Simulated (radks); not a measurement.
Spherical quantum dot in the effective-mass picture: electrons in a well V = -V0 / (1 + exp((r - R)/a)) with V0 = 33.1, R = 1.98, a = 0.067, all in effective atomic units (hartree* = m*/eps^2 hartree, bohr* = eps/m* bohr), one dielectric constant everywhere. Calculated with a radial shooting solver with Libxc functionals: non-relativistic Kohn-Sham, r2SCAN, spin-polarised, spherical densities, generalised Kohn-Sham scheme. Levels are named by radial order and angular momentum (1s, 1p, 1d, 2s, ...), and open shells are averaged over m.

N = 15, configuration 1s2 1p6 1d(up 5, down 2). This is the lowest configuration that the search found. Occupied and some empty levels:

level    occupation  eigenvalue (hartree*)  <r> (bohr*)
1s up             1                -22.156        1.222
1s down           1                -22.063        1.214
1p up             3                -21.293        1.328
1p down           3                -21.178        1.324
1d up             5                -19.973        1.405
1d down           2                -19.840        1.403
2s up             0                -18.315       0.9662
1f up             0                -18.267        1.464
2s down           0                -18.239       0.9722
1f down           0                -18.119        1.464
2p up             0                -16.074        1.107
2p down           0                -15.983        1.107

Energy (hartree*): total -383.202, kinetic 40.104, external -488.42, Hartree 75.891, exchange-correlation -10.775.

Electron density:

r (bohr*)  n(r) (e/bohr*^3)
0.194                0.1323
0.403                0.2013
0.611                0.3362
0.820                0.5357
1.03                 0.7459
1.24                 0.8542
1.45                 0.7437
1.65                 0.4191
1.86                 0.1073
2.07               0.007748
2.28              0.0003122
2.49             0.00001217
2.70              5.053e-07
